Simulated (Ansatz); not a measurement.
Be2Se. Total charge 0; quintet. Geometry r2SCAN-D4/def2-TZVP; atoms count from 1.

```xyz
3

Be   -1.050    0.182   -0.842
Be    0.461    0.918    0.887
Se    0.588   -1.100   -0.046
```

At PBE0-D4/def2-TZVP a broken-symmetry singlet of charge 0 lies 3.44 eV below the quintet, each at its own geometry. The structure comes from a short search, and lower isomers may exist.

(1) Estimate the Mulliken populations from the PBE0/def2-TZVP orbitals of Ansatz.

(2) Where does the spin sit?

(3) And the Mayer bond orders between bonded heavy atoms (over 0.3)?

Results:

(1) 
| atom | charge (e) | spin (α − β) |
| --- | --- | --- |
| Be1 | -0.05 | 1.43 |
| Be2 | -0.05 | 1.43 |
| Se3 | 0.09 | 1.15 |
Mulliken values and Mayer orders depend strongly on the basis.

(2) Summed by element: Be 2.85, Se 1.15, of 4 unpaired in all. Largest on single atoms: Be1 1.43, Be2 1.43, Se3 1.15.

(3) Be1–Se3 0.82 (2.23 Å); Be2–Se3 0.82 (2.23 Å). Values over 0.3 also appear between atoms too far apart for a bond (Be1–Be2 0.52 at 2.41 Å); they arise where an orbital or an unpaired electron spreads over both atoms.
